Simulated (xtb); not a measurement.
Input for xtb: GFN2-xTB on GeH4N2 (SMILES [NH2][Ge][NH2]), a point of a torsion scan.

```
$ xtb mol.xyz --gfn 2 --sp --chrg 0 --uhf 0
7

N      1.44663623     0.15087824    -0.20170091
Ge    -0.01798161     0.34052506     0.92170098
N      0.90402152     0.43116589     2.49311747
H      1.52269691    -0.66885339    -0.78614354
H      2.36373466     0.30607025     0.19931329
H      1.90467457     0.38954267     2.61870716
H      0.46889371     0.67082249     3.37034854
```

The log:

```
[...]
           -------------------------------------------------
          |                Calculation Setup                |
           -------------------------------------------------



           -------------------------------------------------
          |                 G F N 2 - x T B                 |
           -------------------------------------------------

        Reference                      10.1021/acs.jctc.8b01176
      * Hamiltonian:
        H0-scaling (s, p, d)           1.850000    2.230000    2.230000
        zeta-weighting                 0.500000
      * Dispersion:
        s8                             2.700000
        a1                             0.520000
        a2                             5.000000
        s9                             5.000000
      * Repulsion:
        kExp                           1.500000    1.000000
        rExp                           1.000000
      * Coulomb:
        alpha                          2.000000
        third order                    shell-resolved
        anisotropic                    true
        a3                             3.000000
        a5                             4.000000
        cn-shift                       1.200000
        cn-exp                         4.000000
        max-rad                        5.000000


          ...................................................
          :                      SETUP                      :
          :.................................................:
          :  # basis functions                  22          :
          :  # atomic orbitals                  21          :
          :  # shells                           11          :
          :  # electrons                        18          :
          :  max. iterations                   250          :
          :  Hamiltonian                  GFN2-xTB          :
          :  restarted?                      false          :
          :  GBSA solvation                  false          :
          :  PC potential                    false          :
          :  electronic temp.          300.0000000     K    :
          :  accuracy                    1.0000000          :
          :  -> integral cutoff          0.2500000E+02      :
          :  -> integral neglect         0.1000000E-07      :
          :  -> SCF convergence          0.1000000E-05 Eh   :
          :  -> wf. convergence          0.1000000E-03 e    :
          :  Broyden damping             0.4000000          :
          :  net charge                          0          :
          :  unpaired electrons                  0          :
          ...................................................

 iter      E             dE          RMSdq      gap      omega  full diag
   1     -8.3890033 -0.838900E+01  0.162E+01    1.44       0.0  T
   2     -9.2048130 -0.815810E+00  0.184E+01    4.52       1.0  T
   3     -9.7291011 -0.524288E+00  0.813E+00    5.12       1.0  T
   4     -9.7472090 -0.181079E-01  0.774E+00    5.11       1.0  T
   5     -9.8860122 -0.138803E+00  0.438E+00    4.97       1.0  T
   6     -9.9188351 -0.328230E-01  0.860E-01    3.89       1.0  T
   7     -9.9235856 -0.475049E-02  0.317E-01    4.17       1.0  T
   8     -9.9234980  0.876544E-04  0.159E-01    4.13       1.0  T
   9     -9.9235770 -0.789981E-04  0.653E-02    4.17       1.0  T
  10     -9.9235947 -0.176902E-04  0.317E-02    4.17       1.2  T
  11     -9.9236008 -0.613108E-05  0.631E-03    4.16       6.0  T
  12     -9.9236010 -0.231650E-06  0.219E-03    4.16      17.3  T
  13     -9.9236011 -0.333207E-07  0.146E-04    4.16     258.5  T
  14     -9.9236011 -0.746070E-10  0.447E-05    4.16     844.8  T

   *** convergence criteria satisfied after 14 iterations ***

         #    Occupation            Energy/Eh            Energy/eV
      -------------------------------------------------------------
         1        2.0000           -0.6076000             -16.5336
       ...           ...                  ...                  ...
         3        2.0000           -0.5557861             -15.1237
         4        2.0000           -0.4968079             -13.5188
         5        2.0000           -0.4800242             -13.0621
         6        2.0000           -0.4410222             -12.0008
         7        2.0000           -0.3793436             -10.3225
         8        2.0000           -0.3755032             -10.2180
         9        2.0000           -0.3572449              -9.7211 (HOMO)
        10                         -0.2044131              -5.5624 (LUMO)
        11                         -0.1009794              -2.7478
        12                         -0.0625451              -1.7019
        13                          0.0667928               1.8175
        14                          0.0785748               2.1381
       ...                                ...                  ...
        21                          0.7914036              21.5352
      -------------------------------------------------------------
                  HL-Gap            0.1528318 Eh            4.1588 eV
             Fermi-level           -0.2808290 Eh           -7.6417 eV

 SCC (total)                   0 d,  0 h,  0 min,  0.004 sec
 SCC setup                      ...        0 min,  0.000 sec (  1.590%)
 Dispersion                     ...        0 min,  0.000 sec (  0.719%)
 classical contributions        ...        0 min,  0.000 sec (  0.296%)
 integral evaluation            ...        0 min,  0.000 sec ( 12.546%)
 iterations                     ...        0 min,  0.002 sec ( 60.197%)
 molecular gradient             ...        0 min,  0.001 sec ( 21.776%)
 printout                       ...        0 min,  0.000 sec (  2.656%)

         :::::::::::::::::::::::::::::::::::::::::::::::::::::
         ::                     SUMMARY                     ::
         :::::::::::::::::::::::::::::::::::::::::::::::::::::
         :: total energy              -9.836145859216 Eh    ::
         :: gradient norm              0.009135765363 Eh/a0 ::
         :: HOMO-LUMO gap              4.158766139442 eV    ::
         ::.................................................::
         :: SCC energy                -9.923600913957 Eh    ::
         :: -> isotropic ES            0.017791557102 Eh    ::
         :: -> anisotropic ES          0.002624574658 Eh    ::
         :: -> anisotropic XC          0.003731264780 Eh    ::
         :: -> dispersion             -0.002959777735 Eh    ::
         :: repulsion energy           0.087455054741 Eh    ::
         :: add. restraining           0.000000000000 Eh    ::
         :: total charge              -0.000000000000 e     ::
         :::::::::::::::::::::::::::::::::::::::::::::::::::::

           -------------------------------------------------
          |                Property Printout                |
           -------------------------------------------------

    * Orbital Energies and Occupations

         #    Occupation            Energy/Eh            Energy/eV
      -------------------------------------------------------------
         1        2.0000           -0.6076000             -16.5336
         2        2.0000           -0.5683936             -15.4668
         3        2.0000           -0.5557861             -15.1237
         4        2.0000           -0.4968079             -13.5188
         5        2.0000           -0.4800242             -13.0621
         6        2.0000           -0.4410222             -12.0008
         7        2.0000           -0.3793436             -10.3225
         8        2.0000           -0.3755032             -10.2180
         9        2.0000           -0.3572449              -9.7211 (HOMO)
        10                         -0.2044131              -5.5624 (LUMO)
Note: The following floating-point exceptions are signalling: IEEE_UNDERFLOW_FLAG IEEE_DENORMAL
normal termination of xtb
        11                         -0.1009794              -2.7478
        12                         -0.0625451              -1.7019
        13                          0.0667928               1.8175
        14                          0.0785748               2.1381
        15                          0.0929977               2.5306
        16                          0.1477026               4.0192
        17                          0.1654863               4.5031
        18                          0.2504721               6.8157
        19                          0.2839016               7.7254
        20                          0.4299488              11.6995
        21                          0.7914036              21.5352
      -------------------------------------------------------------
                  HL-Gap            0.1528318 Eh            4.1588 eV
             Fermi-level           -0.2808290 Eh           -7.6417 eV

     #   Z          covCN         q      C6AA      α(0)
     1   7 N        2.550    -0.427    31.164     8.291
     2  32 Ge       1.663     0.262   250.768    33.120
     3   7 N        2.553    -0.409    30.650     8.222
     4   1 H        0.860     0.141     1.465     1.896
     5   1 H        0.860     0.144     1.441     1.880
     6   1 H        0.860     0.148     1.416     1.864
     7   1 H        0.860     0.141     1.462     1.894

 Mol. C6AA /au·bohr⁶  :        983.298123
 Mol. C8AA /au·bohr⁸  :      47727.895247
 Mol. α(0) /au        :         57.167650


Wiberg/Mayer (AO) data.
largest (>0.10) Wiberg bond orders for each atom

 ---------------------------------------------------------------------------
     #   Z sym  total        # sym  WBO       # sym  WBO       # sym  WBO
 ---------------------------------------------------------------------------
     1   7 N    3.164 --     2 Ge   1.228     4 H    0.951     5 H    0.950
     2  32 Ge   2.613 --     3 N    1.297     1 N    1.228
     3   7 N    3.238 --     2 Ge   1.297     7 H    0.960     6 H    0.948
     4   1 H    0.980 --     1 N    0.951
     5   1 H    0.979 --     1 N    0.950
     6   1 H    0.978 --     3 N    0.948
     7   1 H    0.980 --     3 N    0.960
 ---------------------------------------------------------------------------

Topologies differ in total number of bonds
Writing topology from bond orders to xtbtopo.mol

molecular dipole:
                 x           y           z       tot (Debye)
 q only:       -0.168      -0.093       0.168
   full:        0.214      -0.187       0.396       1.238
molecular quadrupole (traceless):
                xx          xy          yy          xz          yz          zz
 q only:        0.827      -0.746      -1.127       0.312       1.116       0.299
  q+dip:        1.633      -1.103      -2.987       1.865       2.329       1.354
   full:        0.671      -0.947      -1.559       1.788       2.553       0.888


           -------------------------------------------------
          | TOTAL ENERGY               -9.836145859216 Eh   |
          | GRADIENT NORM               0.009135765363 Eh/α |
          | HOMO-LUMO GAP               4.158766139442 eV   |
           -------------------------------------------------

------------------------------------------------------------------------
------------------------------------------------------------------------
 total:
 SCF:
```

The run finished.

Cost: about 0.03 core-seconds (a rough figure).
